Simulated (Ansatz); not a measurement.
`CB(Cl)N([SiH3])[SiH3]` + `C[SeH]` → `CB(Cl)[SeH]` + `CN([SiH3])[SiH3]`  (redistribution)

Isolated molecules relaxed with PBE0-D4/def2-TZVP in Ansatz; ΔE leaves out vibrations. CCSD(T)/CBS is the MP2 limit (def2-TZVPP, def2-QZVPP) plus CCSD(T) − MP2 in def2-TZVPP, frozen cores. Functionals use def2-TZVPP. HSE06 is defined as in plane-wave codes. For Se outer-core shells are correlated without core-valence functions, which leaves a few kJ/mol of doubt a bond. Scalar relativity is left out up to krypton. One conformer a species, not always the lowest.

`CB(Cl)N([SiH3])[SiH3]`:

Z-matrix (Å, degrees):
```
C
B 1 1.562
H 1 1.089 2 114.9
H 1 1.094 2 109.6 3 -122.5
H 1 1.095 2 109.4 3 122.0
Cl 2 1.799 1 115.5 3 177.6
N 2 1.411 1 128.4 3 -2.6
Si 7 1.765 2 119.5 1 179.3
Si 7 1.754 2 125.8 1 -0.8
H 8 1.481 7 111.8 2 63.5
H 8 1.480 7 111.8 2 -61.8
H 8 1.489 7 104.4 2 -179.1
H 9 1.485 7 109.7 2 118.9
H 9 1.480 7 110.6 2 -1.8
H 9 1.485 7 109.4 2 -122.1
```

`C[SeH]`:

Z-matrix (Å, degrees):
```
C
Se 1 1.949
H 1 1.088 2 110.6
H 1 1.087 2 110.6 3 -123.3
H 1 1.089 2 106.0 3 118.4
H 2 1.468 1 95.4 3 61.7
```

`CB(Cl)[SeH]`:

Z-matrix (Å, degrees):
```
C
B 1 1.556
H 1 1.095 2 109.5
H 1 1.095 2 109.6 3 115.8
H 1 1.090 2 114.3 3 -122.0
Cl 2 1.762 1 119.5 3 -58.9
Se 2 1.930 1 125.5 3 121.0
H 7 1.469 2 95.5 1 0.1
```

`CN([SiH3])[SiH3]`:

```xyz
13

C    -0.733   -0.803    1.041
N    -0.061    0.035    0.050
Si   -0.708    0.020   -1.550
Si    1.421    0.775    0.532
H    -0.593   -0.401    2.049
H    -1.811   -0.835    0.856
H    -0.361   -1.835    1.036
H     0.031    1.013   -2.367
H    -2.158    0.359   -1.502
H    -0.597   -1.321   -2.194
H     1.203    1.552    1.785
H     1.880    1.668   -0.559
H     2.487   -0.227    0.824
```

Task: Is it downhill or uphill in electronic energy at CCSD(T)/CBS, and by how much? (An estimate is asked.)

Result: Computed: Uphill: ΔE = +0.76 eV.

Task: What do these levels give: HSE06-D4, PBE, r2SCAN, CAM-B3LYP, CCSD/def2-TZVPP, HF/def2-QZVPP? (An estimate is asked.)

Result: The calculation gave: HSE06-D4 0.73, PBE 0.67, r2SCAN 0.72, CAM-B3LYP 0.74, CCSD/def2-TZVPP 0.77, HF/def2-QZVPP 0.74 eV.

Largest T1 diagnostic among the species: 0.012.

Leaving LDA and LC-ωPBE aside and taking each functional with its dispersion term where it has one, the values, not all of them listed here, spread over 0.11 eV, from revPBE-D4 to ωB97M-V. LDA lies +0.05 eV from PBE without D4. In def2-TZVPP, CCSD(T) changes the Hartree–Fock value by +0.04 eV (the triples alone add +0.01 eV) and MP2 by +0.04 eV.
